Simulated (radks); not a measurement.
Species: the indium ion In17+. Configuration: [Ar] 3d10 4s2 4p1 6p1 (not the ground configuration). Calculated with a radial shooting solver on a logarithmic mesh with Libxc functionals: non-relativistic Kohn-Sham, LDA (Slater exchange, Perdew-Wang correlation), spin-unpolarised, spherical densities, point nucleus; relativity is left out, which matters for an element this heavy.

Normalised radial functions P(r) = r R(r), r in bohr:

r	3s
0.002048	0.1784
0.003104	0.2563
0.004743	0.3598
0.00719	0.4786
0.0109	0.5888
0.01652	0.6297
0.02504	0.4970
0.03827	0.0712
0.05801	-0.5911
0.08794	-1.0673
0.1333	-0.6215
0.2037	0.8637
0.3088	1.8908
0.4681	1.3543
0.7096	0.3715
1.084	0.0275
1.644	0.0003
2.491	0.0000
3.777	0.0000
5.771	0.0000

3s: eigenvalue -1183.9 eV, 2 radial nodes at r = 0.0402, 0.162 bohr, <r> = 0.358 bohr, 90 % of the charge inside 0.525 bohr.
